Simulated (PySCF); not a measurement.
Compound: C5H9ClFO (doublet state).
Cartesian coordinates in Å at the GFN2-xTB level; atoms count from 1:
```
atom  x, y, z in Å
C1     2.0371    0.8305    0.1703
C2     1.3068   -0.4232   -0.2890
C3    -0.1755   -0.4012    0.1463
C4    -0.8616   -1.6845   -0.1459
Cl5   -0.7069   -2.9758    0.9313
O6    -0.7976    0.6619   -0.5839
C7    -2.0415    1.0044   -0.1441
F8    -1.9798    1.6436    1.0775
H9     1.5433    1.7130   -0.2259
H10    2.0452    0.8942    1.2560
H11    3.0649    0.8137   -0.1841
H12    1.7751   -1.3129    0.1341
H13    1.3315   -0.4951   -1.3765
H14   -0.2193   -0.1849    1.2241
H15   -1.1583   -1.9284   -1.1513
H16   -2.4660    1.7206   -0.8552
H17   -2.7042    0.1362    0.0066
```

The hyperfine couplings belong to this conformer and change with its torsions.

Identity: `CC[C@H]([CH]Cl)OCF` [radical].

Computed, not measured: UKS B3LYP, pcH-1 on C Cl F H O, non-relativistic, mean-field spin-orbit, GIAO in PySCF. Isolated species at its GFN2-xTB geometry (one conformer only). The geometry wasn't refined by DFT: couplings that depend on bond lengths, twists or pyramidal angles can differ widely from those at the functional's own minimum. Stability of the SCF solution: not tested.

Principal values of hyperfine tensors in MHz (contact, dipolar and spin–orbit terms together), for some of the nuclei:

| atom | isotope | A1 | A2 | A3 |
| --- | --- | --- | --- | --- |
| C4 | 13C | 52.02 | 53.99 | 289.99 |
| H15 | 1H | -87.34 | -52.79 | -12.59 |
| H14 | 1H | 29.37 | 30.79 | 44.83 |
| C3 | 13C | -31.64 | -31.18 | -25.03 |
| O6 | 17O | -13.36 | -8.88 | -8.31 |
| C1 | 13C | 4.69 | 4.72 | 9.05 |
| Cl5 | 35Cl | -25.36 | -16.71 | 60.39 |
| H11 | 1H | 4.45 | 5.37 | 7.71 |

(1) Give the isotropic coupling of each nucleus in MHz and in mT (g = 2.0062), and the anisotropic part.

(2) What spin density at the nucleus of C1 lies behind its contact coupling (g_N = 1.40482)?

(3) C2 (13C, g_N = 1.40482) isn't in the table. Its spin density at the nucleus is 0.04575 bohr⁻³. What is its contact coupling?

(4) Name the largest traceless tensor T of the table and describe it.

(5) What first-order splitting does H14 cause when the field lies along A1, A2 or A3 of its tensor (g taken as isotropic, no quadrupole term)?

Results:

(1) a_iso is a third of the trace, T = A − a_iso, and a(mT) = a(MHz)/(g × 13.996). The tensors hold a spin–orbit part: the run splits a_iso into a_FC + a_SO, and T includes its anisotropic share.

| atom | a_iso (MHz) | a_FC | a_SO | a_iso (mT) | T1 | T2 | T3 |
| --- | --- | --- | --- | --- | --- | --- | --- |
| C4 | 132.00 | 131.46 | 0.54 | 4.701 | -79.98 | -78.01 | 157.99 |
| H15 | -50.91 | -51.04 | 0.13 | -1.813 | -36.44 | -1.88 | 38.32 |
| H14 | 35.00 | 34.98 | 0.02 | 1.246 | -5.63 | -4.21 | 9.84 |
| C3 | -29.28 | -29.30 | 0.01 | -1.043 | -2.36 | -1.90 | 4.25 |
| O6 | -10.19 | -10.18 | 0.00 | -0.363 | -3.18 | 1.30 | 1.87 |
| C1 | 6.15 | 6.15 | 0.00 | 0.219 | -1.46 | -1.43 | 2.90 |
| Cl5 | 6.11 | 6.19 | -0.09 | 0.217 | -31.47 | -22.82 | 54.29 |
| H11 | 5.85 | 5.85 | 0.00 | 0.208 | -1.39 | -0.47 | 1.87 |

(2) a_FC = 800.24 MHz bohr³ × g_N × ρ(0)/(2S). With a_FC = 6.15 MHz and 2S = 1, ρ(0) = 0.005475 bohr⁻³.

(3) By the same relation, a_FC = 51.4 MHz. Its full tensor has the principal values 45.87, 46.23, 62.13 MHz.

(4) C4: -80.0, -78.0, 158.0 MHz (the dipolar term alone has -79.6, -78.9, 158.5), axial, in the ratio −1:−1:+2, the form that spin in one p orbital centred on that nucleus gives.

(5) 2 lines (I = 1/2), spaced by |A_i|/(g × 13.996): 1.05, 1.10, 1.60 mT along the axes of A1, A2 and A3.
